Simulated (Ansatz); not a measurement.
`[F][Al]([F])[SeH]` + HBr → `[F][Al]([F])[Br]` + H₂Se at 500 K and 1 bar (ligand exchange at the Al–Se bond).

Computed with Ansatz on PBE0-D4/def2-TZVP structures; ΔE is electronic, products minus reactants. CCSD(T)/CBS adds triple-zeta CCSD(T) − MP2 to the extrapolated MP2 energy (def2 sets, frozen cores). For Br, Se outer-core shells are correlated without core-valence functions, which leaves a few kJ/mol of doubt a bond. Scalar relativity is left out up to krypton. Each species was taken in one conformer, which may not be the lowest.

```csv
species,CCSD(T)/CBS energy (Eh),H − E (kJ/mol),S (J/(mol·K))
`[F][Al]([F])[SeH]`,-2843.11067,70.4,372.6
HBr,-2573.91920,30.5,213.7
`[F][Al]([F])[Br]`,-3015.14527,46.5,347.3
H₂Se,-2401.89790,53.1,237.8
```

H − E and S are ideal-gas, rigid-rotor, harmonic terms from PBE0-D4/def2-TZVP, for one conformer and one mirror image of each species. 1 Eh = 2625.50 kJ/mol, R = 8.31446 J/(mol·K).

**Question.** By hand: ΔE, ΔH, ΔS and ΔG.

**Answer.** ΔE = (-3015.14527) + (-2401.89790) − (-2843.11067) − (-2573.91920) = -0.01330 Eh = -34.9 kJ/mol. Δ(H − E) = 46.5 + 53.1 − 70.4 − 30.5 = -1.3, so ΔH = -36.2 kJ/mol. ΔS = 347.3 + 237.8 − 372.6 − 213.7 = -1.2 J/(mol·K). ΔG = -36.2 − 500 × (-1.2)/1000 = -35.6 kJ/mol.

**Question.** By hand: the equilibrium constant, and the temperature at which ΔG would vanish if ΔH and ΔS stayed fixed.

**Answer.** log₁₀ K = −ΔG/(RT ln 10) = 3.7. ΔG = 0 at ΔH/ΔS = 30167 K, far beyond where these terms or the molecules hold.

The number of gas molecules stays the same, so ΔS is small and ΔH decides. A doubt of 5 kJ/mol in ΔE shifts log₁₀ K by 0.5 here. Other conformers and mirror images would add mixing entropy, several J/(mol·K) or more a flexible species. These are equilibria of isolated gas molecules and say nothing of rates. Largest T1 diagnostic: 0.011 (customary marks: 0.02 for closed shells, 0.045 for open ones).
